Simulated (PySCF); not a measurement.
**Spectroscopy problems**

Non-relativistic Hamiltonian, isolated molecule, fast rotation and ring inversion assumed for equivalent nuclei, one computed conformer. Geometry: GFN2-xTB; GIAO PBE0/pcSseg-1 shieldings; PySCF 2.14.0 with density-fitted response routines.

Scale: ¹H (31.72 ppm), ¹³C (186.93 ppm) against TMS (reference shieldings calculated alike). Where no couplings were computed, multiplicities follow the n + 1 count of equivalent neighbours, and m marks all less simple cases (inequivalent or close neighbours, rings, F or P nearby). Shifts are as computed. Against solution values, carbons near 30 ppm lie about +3 ppm off and those near 130 ppm about +5 ppm. Of 1309 compounds with measured shifts, 239 miss one by over three times the rms of a fit or turn the order of signals round; such compounds aren't used in these exercises. OH and NH positions are gas-phase values without hydrogen bonding to other molecules.

Task: C3H8O2Si. ¹H NMR (400 MHz, computed): δ 4.53 (s, 2H), 3.88 (s, 3H), 2.56 (s, 3H). ¹³C{¹H} NMR (computed): δ 246.7 (C), 54.1 (CH3), 41.4 (CH3). Identify the compound.

Result: `CO[SiH2]C(C)=O`. The formula gives 1 degree of unsaturation (no ring in the answer). 3 carbon signals for 3 carbons: no two carbons are equivalent. Carbon types of the structure: 1 × C, 2 × CH3, leaving 2 H on heteroatoms. δC 246.7: carbonyl carbon. δC 54.1: methyl carbon bonded to O; deshielded by the electronegative neighbour. δC 41.4: methyl carbon α to a carbonyl; the adjacent C=O deshields it moderately. δH 2.56: hydrogen on a methyl carbon α to a carbonyl; α to C=O.

The shifts were computed for this structure.

Task: C3H8O2Si. ¹H NMR (600 MHz, computed): δ 12.38 (t, 1H), 4.43 (m, 2H), 3.48 (t, 2H), 3.47 (s, 3H). ¹³C{¹H} NMR (computed): δ 247.0 (CH), 65.5 (CH3), 62.2 (CH2). Identify the compound.

Result: `COC[SiH2]C=O`. The formula gives 1 degree of unsaturation (no ring in the answer). 3 carbon signals for 3 carbons: no two carbons are equivalent. Carbon types of the structure: 1 × CH, 1 × CH2, 1 × CH3, leaving 2 H on heteroatoms. δC 247.0: carbonyl carbon. δC 65.5: methyl carbon bonded to O; the inductive effect lowers its shielding. δC 62.2: sp3 CH2 bonded to O and Si; the inductive effect lowers its shielding. δH 12.38: hydrogen on a carbonyl carbon.

The shifts were computed for this structure.

Task: C3H8O2Si. ¹H NMR (600 MHz, computed): δ 5.00 (t, 2H), 3.23 (br s, 1H), 2.32 (s, 3H), 2.28 (t, 2H). ¹³C{¹H} NMR (computed): δ 216.6 (C), 36.6 (CH2), 35.0 (CH3). Identify the compound.

Result: `[SiH2](CC(C)=O)O`. Rings plus π bonds: 1 (no ring in the answer). 3 carbon signals for 3 carbons: no two carbons are equivalent. Carbon types of the structure: 1 × C, 1 × CH2, 1 × CH3, leaving 3 H on heteroatoms. δC 216.6: ketone carbonyl carbon; the double bond to the heteroatom, with no lone-pair donor beside it, deshields it most. δC 36.6: sp3 CH2 bonded to Si, α to a carbonyl; α to the electron-withdrawing carbonyl group. δH 2.32: hydrogen on a methyl carbon α to a carbonyl; α to C=O. δH 2.28: hydrogen on an sp3 CH2 bonded to Si, α to a carbonyl; α to C=O.

This is the structure that produced the data.
